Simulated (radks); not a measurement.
Question: Valence configurations of Te I (all share [Kr]). All-electron calculation, Dirac Kohn-Sham, PBEsol, spin-unpolarised, spherical densities, finite nucleus; open shells fill j = l - 1/2 first; Fermi nuclear charge, rms radius 4.7423 fm. Program: a radial shooting solver on a logarithmic mesh with Libxc functionals. Order these by energy: 4d10 5s2 5p4; 4d10 5p6; 4d8 5s2 5p6; 4d8.5 5s2 5p5.5; 4d10 5s1.5 5p4.5; 4d9 5s2 5p5; 4d9.5 5s2 5p4.5; 4d10 5s0.5 5p5.5; 4d10 5s1 5p5.

Answer: From the lowest, in eV above it: 4d10 5s2 5p4 0.000; 4d10 5s1.5 5p4.5 4.722; 4d10 5s1 5p5 9.502; 4d10 5s0.5 5p5.5 14.336; 4d9.5 5s2 5p4.5 18.215; 4d10 5p6 19.224; 4d9 5s2 5p5 37.724; 4d8.5 5s2 5p5.5 58.531; 4d8 5s2 5p6 80.636. NIST lists [Kr] 4d10 5s2 5p4 as the ground configuration; this level of theory agrees among the configurations tried. The energies are those of spherical spin-averaged densities, not of single terms.
